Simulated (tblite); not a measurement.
Input of a run (GFN2-xTB geometry optimisation, gas phase (tblite 0.8.0)), started from a force field or distance geometry:
```
{"job": {"kind": "relax", "xc": "GFN2-xTB", "basis": "xTB"}, "charge": 0, "multiplicity": 1}
C      0.376800     2.121300    -1.513400
C      0.078700     0.821000    -1.458800
C      0.085700    -0.004400    -0.178000
O      1.042000    -1.032500    -0.368700
Si     2.549400    -0.898700     0.353900
C      3.487100     0.675400    -0.081300
N      4.069900     1.659000    -0.324100
C     -1.303200    -0.649300     0.071800
C     -2.415100     0.386100     0.230400
C     -1.284000    -1.557500     1.312400
H      0.361000     2.644700    -2.466700
H      0.619400     2.701200    -0.629100
H     -0.158700     0.287100    -2.359400
H      0.322100     0.630300     0.683700
H      2.340800    -0.970800     1.819100
H      3.338100    -2.098100    -0.015000
H     -1.558900    -1.293500    -0.784300
H     -2.554300     0.973400    -0.683100
H     -3.379700    -0.091800     0.449300
H     -2.194000     1.079400     1.058200
H     -2.268100    -1.993800     1.493400
H     -0.995400    -0.988500     2.203100
H     -0.564400    -2.372900     1.196700
```

Output (eV, eV/Å):
```
step      E/eV     max force
  0    -824.57427    2.791
  1    -824.48393    8.768
  2    -824.70772    0.995
  3    -824.72711    0.934
  4    -824.74919    0.388
  5    -824.77539    0.415
  6    -824.78657    0.356
  7    -824.80612    0.301
  8    -824.81930    0.373
  9    -824.82909    0.240
 10    -824.83334    0.179
 11    -824.83720    0.180
 12    -824.84110    0.229
 13    -824.84484    0.190
 14    -824.84753    0.119
 15    -824.84942    0.089
 16    -824.85105    0.124
 17    -824.85256    0.110
 18    -824.85375    0.072
 19    -824.85471    0.070
 20    -824.85558    0.073
 21    -824.85636    0.078
 22    -824.85704    0.054
 23    -824.85760    0.053
 24    -824.85808    0.054
 25    -824.85852    0.065
 26    -824.85891    0.045
 27    -824.85929    0.051
 28    -824.85969    0.054
 29    -824.86011    0.047
 30    -824.86048    0.043
 31    -824.86081    0.041
 32    -824.86113    0.043
 33    -824.86146    0.053
 34    -824.86177    0.039
 35    -824.86204    0.033
 36    -824.86232    0.045
 37    -824.86265    0.073
 38    -824.86302    0.077
 39    -824.86338    0.050
 40    -824.86372    0.047
 41    -824.86408    0.042
 42    -824.86447    0.060
 43    -824.86480    0.047
 44    -824.86503    0.030
 45    -824.86520    0.026
 46    -824.86536    0.043
 47    -824.86550    0.039
 48    -824.86560    0.018
 49    -824.86567    0.018
 50    -824.86574    0.027
 51    -824.86585    0.036
 52    -824.86597    0.029
 53    -824.86609    0.028
 54    -824.86620    0.027
 55    -824.86631    0.038
 56    -824.86643    0.040
 57    -824.86655    0.024
 58    -824.86664    0.019
 59    -824.86671    0.017
 60    -824.86678    0.025
 61    -824.86686    0.019
 62    -824.86693    0.022
 63    -824.86702    0.027
 64    -824.86713    0.027
 65    -824.86729    0.033
 66    -824.86746    0.024
 67    -824.86759    0.022
 68    -824.86768    0.020
 69    -824.86776    0.023
 70    -824.86785    0.022
 71    -824.86793    0.019
 72    -824.86800    0.017
 73    -824.86805    0.019
 74    -824.86811    0.020
 75    -824.86818    0.019
 76    -824.86825    0.016
 77    -824.86832    0.023
 78    -824.86841    0.026
 79    -824.86854    0.027
 80    -824.86870    0.031
 81    -824.86886    0.033
 82    -824.86901    0.031
 83    -824.86919    0.041
 84    -824.86946    0.043
 85    -824.86979    0.036
 86    -824.87009    0.036
 87    -824.87029    0.029
 88    -824.87042    0.024
 89    -824.87053    0.024
 90    -824.87060    0.017
 91    -824.87065    0.013
 92    -824.87069    0.014
 93    -824.87072    0.013
 94    -824.87077    0.017
 95    -824.87083    0.019
 96    -824.87089    0.016
 97    -824.87095    0.022
 98    -824.87103    0.027
 99    -824.87115    0.032
100    -824.87129    0.031
101    -824.87142    0.025
102    -824.87150    0.019
103    -824.87156    0.020
104    -824.87162    0.021
105    -824.87168    0.036
106    -824.87169    0.100
107    -824.87176    0.014
108    -824.87177    0.016
109    -824.87179    0.023
110    -824.87181    0.018
111    -824.87182    0.009
```

**Question.** Summarise the run.

**Answer.** The energy falls by 0.298 eV over 111 L-BFGS steps, the largest force on an atom goes from 2.79 to 0.009 eV/Å, and the atoms move by 0.214 Å rms after alignment. The bond that changes most is O4–Si5 (silyl ether oxygen to oxygen-bound silicon), which shortens by 0.070 Å. Bonds longer at the end by more than 0.005 Å: 1 of 22; shorter: 17. Among the angles that change most is C3–O4–Si5, from 119.4° to 132.0°. The energy rose by more than 1e-5 eV at step 1.

**Question.** What are the final bond lengths?

**Answer.** C1=C2 1.319 Å, C2–C3 1.501 Å, C3–O4 1.414 Å, O4–Si5 1.607 Å, Si5–C6 1.876 Å, C6≡N7 1.146 Å, C3–C8 1.538 Å, C8–C9 1.526 Å, C8–C10 1.527 Å, C1–H11 1.076 Å, C1–H12 1.078 Å, C2–H13 1.081 Å, C3–H14 1.098 Å, Si5–H15 1.467 Å, Si5–H16 1.452 Å, C8–H17 1.095 Å, C9–H18 1.087 Å, C9–H19 1.087 Å, C9–H20 1.088 Å, C10–H21 1.087 Å, C10–H22 1.089 Å, C10–H23 1.087 Å. Numbering counts from 1 in the input's order; the species is `O([SiH2]C#N)[C@H](C(C)C)C=C`.

Its lowest GFN2-xTB frequency is 10i cm⁻¹, too small to tell a flat minimum from a shallow saddle. The numbers are those of one conformer. 3 starts were optimised and ended at 0.00, 1.14 and 1.47 kcal/mol (GFN2-xTB); the lowest of these is shown.

Shape of the structure used: `[CH2:1]=[CH:2][C@H:3]([O:4][SiH2:5][C:6]#[N:7])[CH:8]([CH3:9])[CH3:10]`: C1–C2–C3–O4 -116°, C2–C3–O4–Si5 96°, C3–O4–Si5–C6 -55°, C2–C3–C8–C9 -55°.

These are computed values.
